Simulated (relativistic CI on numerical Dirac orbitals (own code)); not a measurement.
Method of calculation: Dirac-Coulomb-Breit CI, KLI orbitals optimised for each configuration, QED by a radiative potential, unscaled Slater integrals (own radial code, finite nucleus).

CI space (outside the closed core [Ne]): 3s², 3s3p, 3p², 3s3d, 3d², 3p3d, 3p4s, 3d4s, 3s4s, 3s4p, 3s4d, 3s4f, 3s5s, 3s5p, 3s5d, 4s², 3s5f, 3s5g, 3s6s, 3s6p, 3s6d. Levels of other configurations are missing.

At this charge energies of transitions that change n are usually good to better than 1 %, and those within a shell (Δn = 0) to a few per cent.

Outline of the computed level scheme of Ge XXI. Lowest level of each configuration: 3s² ¹S0 at 0.000 eV; 3s3p ³P°0 at 40.306 eV; 3p² ³P0 at 96.697 eV; 3s3d ³D1 at 120.174 eV; 3p3d ³F°2 at 163.326 eV; 3d² ³F2 at 242.646 eV; 3s4s ³S1 at 393.336 eV; 3s4p ³P°0 at 414.022 eV; 3s4d ³D1 at 442.168 eV.

Some strong electric-dipole decays among the lowest 44 levels: 3s4d ³D3 → 3s3p ³P°2 (1.5e+12 s⁻¹); 3s4d ³D2 → 3s3p ³P°1 (1.1e+12 s⁻¹); 3s4s ¹S0 → 3s3p ¹P°1 (8.5e+11 s⁻¹); 3s4p ¹P°1 → 3s² ¹S0 (8.5e+11 s⁻¹); 3s4d ³D1 → 3s3p ³P°0 (8.2e+11 s⁻¹); 3s4d ³D1 → 3s3p ³P°1 (6.1e+11 s⁻¹); 3s4s ³S1 → 3s3p ³P°2 (5.6e+11 s⁻¹); 3s4p ³P°1 → 3s² ¹S0 (3.6e+11 s⁻¹).

LS names give the leading component of a level, which can be under half, so a name can repeat, a term be missing and a line seem to break the LS rules.
